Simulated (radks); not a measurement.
Task: The mean radii <r> (bohr) of the occupied orbitals of an atom or ion are listed with their occupations. Method: scalar-relativistic Kohn-Sham, Slater X-alpha with alpha = 0.69, spin-unpolarised, spherical densities, point nucleus; computed with a radial shooting solver on a logarithmic mesh with Libxc functionals.

orbital  occ.      <r>
1s          2  0.05416
2s          2   0.2453
2p          6   0.2154
3s          2   0.7447
3p          6   0.7854
3d          9    1.074

Name the element and its charge.

Result: Z = 28, nickel, charge +1: Ni+ in [Ar] 3d9. The 1s radius gives Z: for a bare nucleus <r> = (2 gamma + 1)/(2Z) with gamma = sqrt(1 - (Z/c)^2), 0.05282 bohr for Z = 28, and screening makes it slightly larger (0.05416 here). The occupations add up to 27, and the charge is Z minus that.
